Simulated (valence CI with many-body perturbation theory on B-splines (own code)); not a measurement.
**P²⁺: calculated level list**

Level of theory: configuration interaction combined with many-body perturbation theory (CI+MBPT): three valence electrons over a frozen Dirac-Fock core [Ne], radial functions for each j: 11 s, 11 p, 9 d, 7 f, 5 g, 2 h, 1 i, with the one-electron correlation potential Σ1, the two-electron term Σ2, the three-electron term Σ3, Breit, model QED; selected CI, second order for the rest, scaled by the run's own slope (own B-spline code, finite nucleus).

Against 13 measured levels this calculation errs by 60 cm⁻¹ on average and by 100 at most. These come from a selection out of Martin, Zalubas and Musgrove, J. Phys. Chem. Ref. Data 14, 751 (1985). Levels without a partner in it may be off by more.

Levels 1 to 45 of 60, with energies above the lowest level, 3s2 3p 2P°_1/2. "Leading %" is the weight of the configuration and term that name the level; weights of strongly mixed levels are sums over their largest components and can fall short. In the jj column 3d3/2^4 stands for four electrons in 3d with j = 3/2. Lifetimes count E1, E2, E3, M1 and M2 decay at the calculated energies, and are blank where another channel may lead or the interval is too uncertain; long ones can be off by a factor of two.

```tsv
No.	Configuration	Term	J	E (eV)	Leading %	Leading jj	Lifetime	g
1	3s2 3p	2P°	1/2	0.000	95	3s^2 3p1/2 (95 %)		0.666
2	3s2 3p	2P°	3/2	0.069	95	3s^2 3p3/2 (95 %)	630 s	1.334
3	3s 3p2	4P	1/2	7.045	98	3s 3p1/2^2 (45 %)	27.4 μs	2.670
4	3s 3p2	4P	3/2	7.070	98	3s 3p1/2 3p3/2 (88 %)	170 μs	1.735
5	3s 3p2	4P	5/2	7.111	98	3s 3p3/2^2 (64 %)	71.9 μs	1.601
6	3s 3p2	2D	3/2	9.281	77	3s 3p1/2 3p3/2 (52 %)	14.9 ns	0.799
7	3s 3p2	2D	5/2	9.285	77	3s 3p1/2 3p3/2 (50 %)	15.4 ns	1.200
8	3s 3p2	2S	1/2	12.430	95	3s 3p3/2^2 (62 %)	449 ps	2.001
9	3s 3p2	2P	1/2	13.526	93	3s 3p1/2 3p3/2 (62 %)	161 ps	0.667
10	3s 3p2	2P	3/2	13.573	93	3s 3p3/2^2 (52 %)	161 ps	1.334
11	3s2 3d	2D	3/2	14.493	75	3s^2 3d3/2 (75 %)	147 ps	0.800
12	3s2 3d	2D	5/2	14.495	75	3s^2 3d5/2 (75 %)	148 ps	1.200
13	3s2 4s	2S	1/2	14.616	93	3s^2 4s (93 %)	402 ps	2.002
14	3s2 4p	2P°	1/2	17.529	93	3s^2 4p1/2 (93 %)	2.54 ns	0.666
15	3s2 4p	2P°	3/2	17.546	93	3s^2 4p3/2 (93 %)	2.52 ns	1.334
16	3p3	2D°	3/2	18.249	51	3p1/2 3p3/2^2 (23 %)	10.4 ns	0.800
17	3p3	2D°	5/2	18.256	51	3p1/2 3p3/2^2 (51 %)	10.3 ns	1.200
18	3s 3p 3d	4F°	3/2	19.712	97	3s 3p1/2 3d3/2 (73 %)	2.16 μs	0.399
19	3s 3p 3d	4F°	5/2	19.726	97	3s 3p3/2 3d3/2 (36 %)	1.48 μs	1.029
20	3s 3p 3d	4F°	7/2	19.746	97	3s 3p3/2 3d3/2 (38 %)	1.56 μs	1.239
21	3s 3p 3d	4F°	9/2	19.773	97	3s 3p3/2 3d5/2 (97 %)		1.334
22	3p3	4S°	3/2	19.797	98	3p1/2 3p3/2^2 (54 %)	183 ps	2.002
23	3p3	2P°	3/2	21.088	60	3p3/2^3 (32 %)	619 ps	1.334
24	3p3	2P°	1/2	21.096	60	3p1/2 3p3/2^2 (60 %)	613 ps	0.666
25	3s2 4d	2D	5/2	21.378	93	3s^2 4d5/2 (93 %)	1.43 ns	1.200
26	3s2 4d	2D	3/2	21.378	94	3s^2 4d3/2 (94 %)	1.41 ns	0.799
27	3s 3p 3d	4P°	5/2	21.537	95	3s 3p1/2 3d5/2 (56 %)	222 ps	1.597
28	3s 3p 3d	4P°	3/2	21.559	94	3s 3p3/2 3d3/2 (34 %)	219 ps	1.724
29	3s 3p 3d	4P°	1/2	21.574	95	3s 3p3/2 3d3/2 (76 %)	219 ps	2.648
30	3s 3p 3d	4D°	1/2	21.718	97	3s 3p1/2 3d3/2 (46 %)	143 ps	0.020
31	3s 3p 3d	4D°	3/2	21.724	95	3s 3p3/2 3d3/2 (55 %)	143 ps	1.211
32	3s 3p 3d	4D°	5/2	21.732	96	3s 3p3/2 3d3/2 (46 %)	144 ps	1.377
33	3s 3p 3d	4D°	7/2	21.738	97	3s 3p3/2 3d5/2 (69 %)	143 ps	1.429
34	3s2 5s	2S	1/2	21.815	94	3s^2 5s (94 %)	663 ps	2.002
35	3s2 4f	2F°	5/2	22.158	88	3s^2 4f5/2 (88 %)	823 ps	0.857
36	3s2 4f	2F°	7/2	22.158	88	3s^2 4f7/2 (88 %)	810 ps	1.143
37	3s 3p 4s	4P°	1/2	22.867	89	3s 3p1/2 4s (84 %)	657 ps	2.533
38	3s 3p 4s	4P°	3/2	22.887	63	3s 3p1/2 4s (48 %)	746 ps	1.597
39	3s2 5p	2P°	1/2	22.892	74	3s^2 5p1/2 (74 %)	1.15 ns	0.803
40	3s2 5p	2P°	3/2	22.909	53	3s^2 5p3/2 (53 %)	942 ps	1.470
41	3s 3p 4s	4P°	5/2	22.941	93	3s 3p3/2 4s (93 %)	575 ps	1.591
42	3s 3p 3d	2D°	5/2	22.943	66	3s 3p3/2 3d5/2 (36 %)	170 ps	1.210
43	3s 3p 3d	2D°	3/2	22.946	67	3s 3p3/2 3d5/2 (26 %)	167 ps	0.801
44	3s 3p 3d	2F°	5/2	23.333	94	3s 3p1/2 3d5/2 (47 %)	265 ps	0.857
45	3s 3p 3d	2F°	7/2	23.390	94	3s 3p3/2 3d5/2 (52 %)	264 ps	1.143
```

Names give the largest LS component (configuration and term), which can be under half, so a name can repeat, a term be missing and a line seem to break the LS rules; names also repeat where a configuration has a term twice.

Where two levels of one J and parity lie close, their mixing, g and order are uncertain.

The ionisation energy to 3s2 1S_0 of the next ion comes out as 30.199 eV (NIST: 30.2026 eV (measured)). All 60 levels together are meant to be complete up to 25.641 eV.
